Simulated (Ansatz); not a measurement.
One change: `C[SiH2]C(C)S` becomes `CC(N)S`.

Ansatz, PBE0-D4/def2-TZVP geometries, multiplicity 1. Each molecule was computed in one conformer, which needn't be the lowest.

```tsv
property	`C[SiH2]C(C)S`
LUMO energy (PBE/def2-TZVPP) / eV	-0.66
HOMO energy (PBE/def2-TZVPP) / eV	-5.46
HOMO energy (PBE0/def2-TZVPP) / eV	-6.66
size of the dipole moment (PBE/def2-TZVPP) / D	0.94
HOMO energy (ωB97M-V/def2-TZVPP) / eV	-8.88
LUMO energy (ωB97M-V/def2-TZVPP) / eV	2.02
```

(1) Give the same properties after the change, and the shifts. (An estimate is asked.)

## Answers

(1) Computed: 
```json
{"property": "LUMO energy (PBE/def2-TZVPP) / eV", "`CC(N)S`": "-0.46", "shift": "0.20"}
{"property": "HOMO energy (PBE/def2-TZVPP) / eV", "`CC(N)S`": "-5.44", "shift": "0.02"}
{"property": "HOMO energy (PBE0/def2-TZVPP) / eV", "`CC(N)S`": "-6.70", "shift": "-0.04"}
{"property": "size of the dipole moment (PBE/def2-TZVPP) / D", "`CC(N)S`": "2.63", "shift": "1.69"}
{"property": "HOMO energy (ωB97M-V/def2-TZVPP) / eV", "`CC(N)S`": "-8.96", "shift": "-0.08"}
{"property": "LUMO energy (ωB97M-V/def2-TZVPP) / eV", "`CC(N)S`": "2.11", "shift": "0.09"}
```

Dipoles are sizes alone; their direction can turn.
